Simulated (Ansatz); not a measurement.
Mulliken charges of `[CH3][Ga]([Cl])[N]=C=O` from r2SCAN/def2-TZVPP in Ansatz (PBE0-D4/def2-TZVP geometry).

```
atom   x (Å)   y (Å)   z (Å)  charge (e)
  C1  -0.649  -1.400   1.002      -0.298
 Ga2   0.460  -0.181  -0.017       0.572
 Cl3   2.550  -0.472  -0.376      -0.278
  N4  -0.213   1.353  -0.761      -0.329
  C5   0.109   2.311  -1.413       0.306
  O6   0.352   3.261  -2.041      -0.232
  H7  -0.928  -0.930   1.948       0.082
  H8  -1.564  -1.616   0.449       0.087
  H9  -0.117  -2.327   1.209       0.091
```

Q: By hand: the dipole of these point charges (1 e Å = 4.8032 D).

A: Σ q r = (-0.453, -0.478, 0.397) e Å, of length 0.769 e Å = 3.69 D.

Q: How does the dipole of the full density compare? (An estimate is asked.)

A: Computed: (-0.372, -0.508, 0.401) e Å, 3.59 D; the point charges give 1.03 times that, at 6° from its direction.

Point charges leave out the atoms' own dipoles, such as those of lone pairs, and Mulliken's split depends on the basis, so the close match here is no proof of good charges.
